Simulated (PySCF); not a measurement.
B3LYP has the VWN-RPA correlation part, as in Gaussian. 

## C₂H₃Si, SMILES `C#C[SiH2]` (charge 0, multiplicity 2)

The numbers are results of B3LYP-D3(BJ)/def2-TZVP (PySCF 2.14.0), not measurements.

| Quantity | Result |
|---|---|
| highest occupied spin orbital | -5.92 eV |
| dipole moment | 0.46 D |
| total energy | -367.4613 Ha |
| cost | about 110 core-seconds (a rough figure) |

```xyz
6

C      1.7100     0.0152    -0.1490
C      0.5261    -0.0315    -0.3953
Si    -1.1992    -0.1801    -0.9066
H      2.7478     0.0629     0.0799
H     -1.9687    -1.0176     0.0409
H     -1.8161     1.1511    -1.1037
```
Charge 0, spin multiplicity 2.
